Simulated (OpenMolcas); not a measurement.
## Co4+: Racah parameters, worked from levels

* Program: OpenMolcas 26.06
* Basis: ANO-RCC-VDZP [5s4p2d1f]
* Scalar Hamiltonian: DKH2, point nucleus
* Active space: 5 electrons in 5 orbitals (3d)
* State averaging: 2S+1 = 6 even, 1 root; 2S+1 = 4 even, 24 roots; 2S+1 = 2 even, 75 roots
* Spin-orbit coupling: RASSI with atomic mean-field integrals over the reference wave functions, term energies averaged over their components

Methods: CASSCF; MS-CASPT2, IPEA 0.25 Eh, imaginary shift 0.1 Eh (closed shells correlated: 3s 3p).

**Racah parameters.** Above ⁶S, d5 has ⁴D at 17B + 5C, ⁴G at 10B + 5C and ⁴P at 7B + 7C. The first two fix B and C, and the third tests them; where it misses by thousands of cm-1, two parameters do not describe the configuration (Trees and configuration-interaction terms are left out) and B and C hang on the terms chosen. Term energies are centres of gravity, weighted by 2J + 1.

| Source | ⁴D | ⁴G | B | C | C/B | ⁴P from B, C | ⁴P found |
| --- | --- | --- | --- | --- | --- | --- | --- |
| CASSCF | 52553 | 42203 | 1479 | 5483 | 3.71 | 48734 | 48511 |
| MS-CASPT2 | 48012 | 40022 | 1141 | 5722 | 5.01 | 48041 | 43474 |

Energies in cm-1. From CASSCF to MS-CASPT2, B changes by -22.9 % and C by +4.4 %.

CASPT2 does not keep the components of a term degenerate, so their means are used; among the terms shown or strongly mixed into the levels shown the widest spread is 230 cm-1 (3d⁵ ⁴G, MS-CASPT2). The basis is small and was not contracted for so high a charge. Without dynamic correlation excited terms often stand tens of per cent too high (terms of higher spin than the ground term too low), and those without a measured partner can miss by more than the paired ones (holds for CASSCF). Blocks of more than 70 roots (2S+1 = 2 even) ran without multistate coupling (holds for MS-CASPT2). Levels of configurations outside the active space are missing.
